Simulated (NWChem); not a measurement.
Species: C2H4BNO; SMILES OB(N)C#C

```xyz
9

C     -0.0154    -2.2903     0.0000
C     -0.0212    -1.0767     0.0000
B      0.0159     0.4673     0.0000
N     -1.1781     1.2098     0.0000
O      1.2137     1.1507     0.0000
H     -0.0178    -3.3576     0.0000
H     -2.0921     0.7852     0.0000
H     -1.1787     2.2202     0.0000
H      1.9653     0.5436     0.0000
```
Atoms are numbered in this order, from 1.

Program: NWChem. All runs use the structure optimised with B3LYP/6-31G* (spherical d).

For level Hartree-Fock/def2-TZVP:

```yaml
highest occupied level (eV): -10.76
orbital gap (eV): 14.01
dipole (D): 1.11
```

Problem. How do the values read with level PW6B95/def2-TZVP instead?

Solution. 
| Item | Result |
|---|---|
| highest occupied level (eV) | -7.83 |
| orbital gap (eV) | 7.66 |
| dipole (D) | 0.87 |
